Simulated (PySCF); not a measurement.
BClH₂S.

```xyz
5

B      0.7107    -0.0131     0.0000
Cl    -0.1461    -1.5440     0.0000
H      1.8940    -0.0143     0.0000
S     -0.2362     1.4995     0.0000
H      0.8157     2.3363     0.0000
```

Geometry optimised at B3LYP-D3(BJ)/def2-TZVP. One conformer was computed; it need not be the lowest.

Method: PBE0/pcSseg-2 (PySCF). Non-relativistic, no solvent.

Computed absolute GIAO shielding of each atom: isotropic value and principal components (ppm):
```tsv
atom	σ(iso)	σ11	σ22	σ33	span
B1	32.8	-28.5	22.1	104.7	133.2
Cl2	704.5	398.1	704.9	1010.6	612.5
H3	24.4	22.7	23.3	27.3	4.6
S4	470.1	184.5	608.4	617.3	432.8
H5	27.7	22.7	25.1	35.2	12.6
```
